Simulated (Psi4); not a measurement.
BiF₃ (SMILES [F][Bi]([F])[F]), singlet, geometry from GFN2-xTB (such geometries of metal compounds can be far from the true shape) (core potentials on Bi); B3LYP/def2-SVPD (Psi4).

Psi4 was given this input:
```
memory 2 GB

molecule {
0 1
  Bi    0.00283361   -0.00403046    0.27310711
  F    -1.35263607   -1.00980650   -0.84069305
  F    -0.22186672    1.68716206   -0.81262393
  F     1.54837061   -0.64018572   -0.86533751
}

set basis def2-svpd

energy('b3lyp')
print_variables()
```

The log (banner, timings and long lists left out):

```
   => Loading Basis Set <=

    Name: DEF2-SVPD
    Role: ORBITAL
    Keyword: BASIS

    !!!  WARNING: ECP capability is in beta. Please check occupations closely.  !!!

         ---------------------------------------------------------
                                   SCF
               by Justin Turney, Rob Parrish, Andy Simmonett
                          and Daniel G. A. Smith
                              RKS Reference
         ---------------------------------------------------------

  ==> Geometry <==

    Molecular point group: c1
    Full point group: C1

    Geometry (in Angstrom), charge = 0, multiplicity = 1:

       Center              X                  Y                   Z               Mass
    ------------   -----------------  -----------------  -----------------  -----------------
         BI           0.002473805362    -0.003518685502     0.238428669127   208.980399100000
         F           -1.352995874638    -1.009294725502    -0.875371490873    18.998403162730
         F           -0.222226524638     1.687673834498    -0.847302370873    18.998403162730
         F            1.548010805362    -0.639673945502    -0.900015950873    18.998403162730

  Running in c1 symmetry.

  Rotational constants: A =      0.12331  B =      0.12331  C =      0.10374 [cm^-1]
  Rotational constants: A =   3696.83944  B =   3696.83943  C =   3110.12787 [MHz]
  Nuclear repulsion =  206.471889105788080

  Charge       = 0
  Multiplicity = 1
  Electrons    = 50
  Nalpha       = 25
  Nbeta        = 25

  ==> Algorithm <==

  SCF Algorithm Type is DF.
  DIIS enabled.
  MOM disabled.
  Fractional occupation disabled.
  Guess Type is SAD.
  Energy threshold   = 1.00e-06
  Density threshold  = 1.00e-06
  Integral threshold = 1.00e-12

  ==> Primary Basis <==

  Basis Set: DEF2-SVPD
    Blend: DEF2-SVPD
    Number of shells: 39
    Number of basis functions: 101
    Number of Cartesian functions: 110
    Spherical Harmonics?: true
    Max angular momentum: 2

  Core potential: DEF2-SVPD
    Number of shells: 4
    Number of ECP primitives: 18
    Number of ECP core electrons: 60
    Max angular momentum: 3

  ==> DFT Potential <==

   => LibXC <=

    Version 7.1.2
    S. Lehtola, C. Steigemann, M. J. T. Oliveira, and M. A. L. Marques,  SoftwareX 7, 1–5 (2018) (10.1016/j.softx.2017.11.002)

   => Composite Functional: B3LYP <=

    B3LYP Hyb-GGA Exchange-Correlation Functional

    P. J. Stephens, F. J. Devlin, C. F. Chabalowski, and M. J. Frisch,  J. Phys. Chem. 98, 11623 (1994) (10.1021/j100096a001)

    Deriv               =              1
    GGA                 =           TRUE
    Meta                =          FALSE

    Exchange Hybrid     =           TRUE
    MP2 Hybrid          =          FALSE

   => Exchange Functionals <=

    0.0800   Slater exchange
    0.7200         Becke 88

   => Exact (HF) Exchange <=

    0.2000               HF

   => Correlation Functionals <=

    0.1900   Vosko, Wilk & Nusair (VWN5_RPA)
    0.8100   Lee, Yang & Parr

   => LibXC Density Thresholds  <==

    XC_HYB_GGA_XC_B3LYP:  1.00E-15

   => Molecular Quadrature <=

    Radial Scheme          =       TREUTLER
    Pruning Scheme         =           NONE
    Nuclear Scheme         =       TREUTLER

    Blocking Scheme        =         OCTREE
    BS radius alpha        =              1
    Pruning alpha          =              1
    Radial Points          =             75
    Spherical Points       =            302
    Total Points           =          87393
    Total Blocks           =            713
    Max Points             =            256
    Max Functions          =             99
    Weights Tolerance      =       1.00E-15

   => Loading Basis Set <=

    Name: (DEF2-SVPD AUX)
    Role: JKFIT
    Keyword: DF_BASIS_SCF

  ==> Integral Setup <==

  SCF_SUBTYPE=INCORE selected. In-core MEM_DF algorithm will be used.
  Using in-core AOs.

  ==> MemDFJK: Density-Fitted J/K Matrices <==

    J tasked:                   Yes
    K tasked:                   Yes
    wK tasked:                   No
    Algorithm:                 Core
    Schwarz Cutoff:           1E-12
    Mask sparsity (%):       1.2940
    Fitting Condition:        1E-10

   => Auxiliary Basis Set <=

  Basis Set: (DEF2-SVPD AUX)
    Blend: DEF2-UNIVERSAL-JKFIT
    Number of shells: 128
    Number of basis functions: 482
    Number of Cartesian functions: 640
    Spherical Harmonics?: true
    Max angular momentum: 6

  Minimum eigenvalue in the overlap matrix is 2.1706988316E-03.
  Reciprocal condition number of the overlap matrix is 3.7187714081E-04.
    Using symmetric orthogonalization.

  ==> Pre-Iterations <==

  SCF Guess: Superposition of Atomic Densities via on-the-fly atomic UHF (no occupation information).

   -------------------------
    Irrep   Nso     Nmo
   -------------------------
     A        101     101
   -------------------------
    Total     101     101
   -------------------------

  ==> Iterations <==

                           Total Energy        Delta E     RMS |[F,P]|

   @DF-RKS iter SAD:  -512.07622056528203   -5.12076e+02   0.00000e+00
   @DF-RKS iter   1:  -513.87170211492787   -1.79548e+00   7.71228e-03 ADIIS/DIIS
   @DF-RKS iter   2:  -513.42595129541007    4.45751e-01   1.37717e-02 ADIIS/DIIS
   @DF-RKS iter   3:  -514.08565277178116   -6.59701e-01   2.00487e-03 ADIIS/DIIS
   @DF-RKS iter   4:  -514.10245625716254   -1.68035e-02   2.16384e-04 ADIIS/DIIS
   @DF-RKS iter   5:  -514.10255119145734   -9.49343e-05   1.32399e-04 ADIIS/DIIS
   @DF-RKS iter   6:  -514.10261134504753   -6.01536e-05   4.29371e-05 DIIS
   @DF-RKS iter   7:  -514.10261901485740   -7.66981e-06   5.22028e-06 DIIS
   @DF-RKS iter   8:  -514.10261911154100   -9.66836e-08   4.31638e-07 DIIS
  Energy and wave function converged.

  ==> Post-Iterations <==

   Electrons on quadrature grid:
      Ntotal   =   50.0001791858 ; deviation = 1.792e-04

    Orbital Energies [Eh]
    ---------------------

    Doubly Occupied:

       1A    -24.675449     2A    -24.675435     3A    -24.675408
       4A     -6.078887     5A     -3.811961     6A     -3.811960
       7A     -3.808817     8A     -1.199460     9A     -1.199459
      10A     -1.163587    11A     -1.163586    12A     -1.161584
      13A     -1.138049    14A     -1.083013    15A     -1.083011
      16A     -0.654406    17A     -0.452835    18A     -0.452829
      19A     -0.434687    20A     -0.409225    21A     -0.409207
      22A     -0.396681    23A     -0.396667    24A     -0.394327
      25A     -0.373193

    Virtual:

      26A     -0.093059    27A     -0.093057    28A     -0.063285
      29A      0.012081    30A      0.095431    31A      0.095432
      32A      0.103325    33A      0.103327    34A      0.105210
      35A      0.131017    36A      0.131018    37A      0.141298
      38A      0.186188    39A      0.210943    40A      0.210963
      41A      0.231504    42A      0.231525    43A      0.241842
      44A      0.303476    45A      0.387444    46A      0.387448
      47A      0.395584    48A      0.420470    49A      0.420488
      50A      0.424816    51A      0.440924    52A      0.440937
      53A      0.479476    54A      0.546902    55A      0.575336
      56A      0.575347    57A      0.598757    58A      0.602305
      59A      0.602318    60A      0.658483    61A      0.658505
      62A      0.793139    63A      0.793150    64A      0.818988
      65A      0.819001    66A      0.824876    67A      0.872052
      68A      0.872067    69A      0.877949    70A      0.914711
      71A      1.360821    72A      1.366018    73A      1.366028
      74A      1.444958    75A      1.444972    76A      1.475792
      77A      1.734548    78A      1.797483    79A      1.797486
      80A      1.851211    81A      1.851225    82A      1.913279
      83A      3.290181    84A      3.318414    85A      3.318679
      86A      3.335093    87A      3.343622    88A      3.346770
      89A      3.346892    90A      3.363379    91A      3.363506
      92A      3.367457    93A      3.384075    94A      3.384353
      95A      3.456503    96A      3.456632    97A      3.463231
      98A     21.592926    99A     21.833087   100A     21.833088
     101A     54.680681

    Final Occupation by Irrep:
              A
    DOCC [    25 ]
    NA   [    25 ]
    NB   [    25 ]

  @DF-RKS Final Energy:  -514.10261911154100

   => Energetics <=

    Nuclear Repulsion Energy =            206.4718891057880796
    One-Electron Energy =               -1202.8658792398155128
    Two-Electron Energy =                 521.6888890986316483
    DFT Exchange-Correlation Energy =     -39.3975180761452251
    Empirical Dispersion Energy =           0.0000000000000000
    VV10 Nonlocal Energy =                  0.0000000000000000
    Total Energy =                       -514.1026191115411166

Computation Completed

Properties will be evaluated at   0.000000,   0.000000,   0.000000 [a0]

Properties computed using the SCF density matrix

 Multipole Moments:

 ------------------------------------------------------------------------------------
     Multipole            Electronic (a.u.)      Nuclear  (a.u.)        Total (a.u.)
 ------------------------------------------------------------------------------------

 L = 1.  Multiply by 2.5417464519 to convert [e a0] to [Debye]
 Dipole X            :          0.3789394           -0.3552814            0.0236580
 Dipole Y            :         -0.5390469            0.5053443           -0.0337026
 Dipole Z            :         36.5268701          -34.2424968            2.2843734
 Magnitude           :                                                    2.2847445

 ------------------------------------------------------------------------------------

  Variable Map:
  ----------------------------------------------------------------------------
  "CURRENT ENERGY"              =>    -514.102619111541
  "CURRENT REFERENCE ENERGY"    =>    -514.102619111541
  "DD SOLVATION ENERGY"         =>       0.000000000000
  "DFT FUNCTIONAL TOTAL ENERGY" =>    -514.102619111541
  "DFT TOTAL ENERGY"            =>    -514.102619111541
  "DFT VV10 ENERGY"             =>       0.000000000000
  "DFT XC ENERGY"               =>     -39.397518076145
  "GRID ELECTRONS ALPHA"        =>      25.000089592902
  "GRID ELECTRONS BETA"         =>      25.000089592902
  "GRID ELECTRONS TOTAL"        =>      50.000179185803
  "NUCLEAR REPULSION ENERGY"    =>     206.471889105788
  "ONE-ELECTRON ENERGY"         =>   -1202.865879239816
  "PCM POLARIZATION ENERGY"     =>       0.000000000000
  "PE ENERGY"                   =>       0.000000000000
  "SCF ITERATION ENERGY"        =>    -514.102619111541
  "SCF ITERATIONS"              =>       8.000000000000
  "SCF TOTAL ENERGY"            =>    -514.102619111541
  "TWO-ELECTRON ENERGY"         =>     521.688889098632
  "XC GRID RADIAL POINTS"       =>      75.000000000000
  "XC GRID SPHERICAL POINTS"    =>     302.000000000000
  "XC GRID TOTAL POINTS"        =>   87393.000000000000

  Array Variable Map:
  ----------------------------------------------------------------------------
  "CURRENT DIPOLE"              =>       0.023657951210 ... 2.284373360485 1 by 3
  "SCF DIPOLE"                  =>       0.023657951210 ... 2.284373360485 1 by 3
  "SCF TOTAL ENERGIES"          =>    -512.076220565282 ... -514.102619111541 1 by 9
```
